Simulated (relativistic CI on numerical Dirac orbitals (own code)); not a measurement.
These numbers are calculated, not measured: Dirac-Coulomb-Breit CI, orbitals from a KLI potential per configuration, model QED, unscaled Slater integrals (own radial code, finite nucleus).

CI space (outside the closed core [Ar] 3d10): 4s2.4p6.4d, 4s2.4p5.4d2, 4s2.4p6.4f, 4s.4p6.4d2, 4s2.4p5.4d.4f, 4s2.4p6.5s, 4s.4p6.4d.4f, 4s2.4p6.5p, 4s2.4p6.5d, 4s2.4p5.4d.5s, 4s2.4p6.5f, 4s2.4p5.4d.5p, 4s2.4p6.6s, 4s2.4p6.5g, 4s2.4p6.6p, 4s.4p6.4d.5s, 4s2.4p6.6d, 4s.4p6.4f.5s, 4s2.4p5.4d.5d, 4p6.4d3, 4p5.4d4, 4p5.4d3.4f, 4p6.4d.4f2, 4p5.4d2.4f2, 4p6.4f3, 4p5.4d.4f3, 4p6.4f2.5s, 4s.4p6.4f2, 4s.4p5.4f3. Double excitations out of closed p, d and f shells are left out; levels of such configurations are missing from the list, as are those of other unlisted configurations, and high levels can miss mixing partners. These lack a partner that the ground configuration has and come out too high: 4s2.4p5.4d.5s, 4s2.4p5.4d.5p, 4s2.4p5.4d.5d, 4s2.4p6.5p, 4s2.4p6.5d.

At this charge energies of transitions that change n are usually good to better than 1 %, and those within a shell (Δn = 0) to a few per cent.

Outline of the computed level scheme of Cs XIX. Lowest level of each configuration: 4s2.4p6.4d 2D_3/2 at 0.000 eV; 4s2.4p5.4d2 4D°_1/2 at 82.955 eV; 4s2.4p6.4f 2F°_7/2 at 107.878 eV.

Some strong electric-dipole decays among the lowest 45 levels: 4s2.4p5.4d2 2F°_5/2 → 4s2.4p6.4d 2D_3/2 (1.1e+12 s⁻¹); 4s2.4p5.4d2 2P°_1/2 → 4s2.4p6.4d 2D_3/2 (8.5e+11 s⁻¹); 4s2.4p5.4d2 2P°_1/2 → 4s2.4p6.4d 2D_3/2 (1.1e+11 s⁻¹); 4s2.4p5.4d2 4D°_1/2 → 4s2.4p6.4d 2D_3/2 (6.2e+10 s⁻¹); 4s2.4p5.4d2 2P°_3/2 → 4s2.4p6.4d 2D_5/2 (5.0e+10 s⁻¹); 4s2.4p5.4d2 2D°_3/2 → 4s2.4p6.4d 2D_3/2 (3.0e+10 s⁻¹); 4s2.4p5.4d2 4D°_5/2 → 4s2.4p6.4d 2D_3/2 (1.8e+10 s⁻¹); 4s2.4p5.4d2 4G°_5/2 → 4s2.4p6.4d 2D_5/2 (1.6e+10 s⁻¹).

LS names give the leading component of a level, which can be under half, so a name can repeat, a term be missing and a line seem to break the LS rules.
